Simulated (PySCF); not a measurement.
C4H6ClF. Atoms are numbered in the order given.

```xyz
12

F      2.8722     0.0316     0.2661
C      1.5454    -0.1016     0.0856
C      0.9545     0.2381    -1.0697
C     -0.5101     0.1094    -1.3876
C     -1.3798    -0.6514    -0.3976
Cl    -1.6022     0.2194     1.1757
H      1.0321    -0.4880     0.9811
H      1.6028     0.6495    -1.8619
H     -0.6128    -0.4162    -2.3654
H     -0.9510     1.1180    -1.5563
H     -2.3960    -0.8022    -0.8072
H     -0.9467    -1.6418    -0.1549
```
Charge 0, spin multiplicity 1.

The structure is a stationary point at PBE-D3(BJ)/def2-SVP. The structure was generated by enumeration; whether it is a known compound was not checked. The values are those of a single conformer.

Calculation: PySCF 2.14.0 with PBE-D3(BJ)/def2-SVP.

Frequencies are harmonic and unscaled.

```csv
mode,ν (cm⁻¹),IR (km/mol),moving atoms (share of kinetic energy)
1,111,0.8,"Cl 46 %, F 30 %, C 17 %"
2,121,2.7,"C 48 %, H 46 %"
3,189,0.6,"C 49 %, H 29 %, F 22 %"
4,253,2.2,"C 58 %, Cl 19 %, F 14 %, H 9 %"
5,303,2.3,"H 44 %, C 41 %, Cl 9 %"
6,416,2.4,"C 53 %, F 25 %, H 19 %"
7,581,3.0,"C 50 %, H 29 %, F 20 %"
8,646,14.3,"C 56 %, Cl 26 %, H 18 %"
9,787,12.5,"H 52 %, C 45 %"
10,874,7.3,"H 52 %, C 45 %"
11,883,18.6,"C 63 %, H 36 %"
12,916,40.7,"H 91 %, C 9 %"
13,961,2.4,"H 52 %, C 47 %"
14,1066,1.2,"H 58 %, C 41 %"
15,1129,2.8,"H 85 %, C 13 %"
16,1160,157.3,"C 51 %, F 30 %, H 19 %"
17,1193,6.5,"H 76 %, C 22 %"
18,1234,6.3,"H 75 %, C 24 %"
19,1271,25.7,"H 81 %, C 19 %"
20,1305,1.4,"H 80 %, C 19 %"
21,1340,4.1,"H 51 %, C 49 %"
22,1379,7.3,H 92 %
23,1408,6.6,"H 90 %, C 10 %"
24,1711,53.6,"C 91 %, H 8 %"
25,2947,18.6,H 94 %
26,2985,4.4,"H 91 %, C 9 %"
27,3014,19.4,H 94 %
28,3082,5.7,"H 90 %, C 10 %"
29,3104,6.4,"H 92 %, C 8 %"
30,3127,3.7,"H 91 %, C 9 %"
```
